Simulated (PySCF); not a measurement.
## Multinuclear NMR of C5H5F3N2

Bonds (- single, = double, # triple, : aromatic): C1-C2 1.484 Å, C2:C3 1.410 Å, C3:C4 1.377 Å, C4-C5 1.485 Å, C5-F6 1.349 Å, C5-F7 1.348 Å, C5-F8 1.335 Å, C4:N9 1.357 Å, N9:N10 1.323 Å, N10:C2 1.321 Å. C1 carries H11, H12, H13; C3 carries H14; N9 carries H15.

One computed conformer, relativity neglected, equivalent nuclei averaged, isolated molecule. σ from GIAO-PBE0/pcSseg-1; geometry from GFN2-xTB; PySCF.

Question: Where does $^{19}$F resonate?

Answer: 
| atoms | environment | σ (ppm) | δ (ppm) |
| --- | --- | --- | --- |
| F6/F7/F8 | fluorine of a CF3 group | 246.3 | -61.6 |

Shieldings were converted by a linear fit to measured shifts: $^{19}$F: δ = 146.13 − 0.903σ +14.6 on sp3 carbon (rms 6.0 ppm, 223 shifts, 7.0 ppm with the 5 outliers that the fit left out vs CFCl3, solution or neat liquid). Occasional misses reach two or three times the rms, and more in compound classes unlike the fitted ones.

On a 600 MHz spectrometer $^{19}$F resonates near 564.6 MHz, so 1 ppm is 564.6 Hz.

Question: Predict the $^{15}$N NMR data.

Answer: 
| atoms | environment | σ (ppm) | δ (ppm) |
| --- | --- | --- | --- |
| N10 | pyridine-type nitrogen of an azole | -76.7 | -77.4 |
| N9 | pyrrole-type ring nitrogen | 54.4 | -198.2 |

Shieldings were converted by a linear fit to measured shifts: $^{15}$N: δ = -148.07 − 0.921σ (rms 6.3 ppm, 71 shifts vs CH3NO2, solution or neat liquid). A few per cent of atoms miss by over 2 rms, more outside the fitted compound classes.

On a 600 MHz spectrometer $^{15}$N resonates near 60.8 MHz, so 1 ppm is 60.8 Hz.
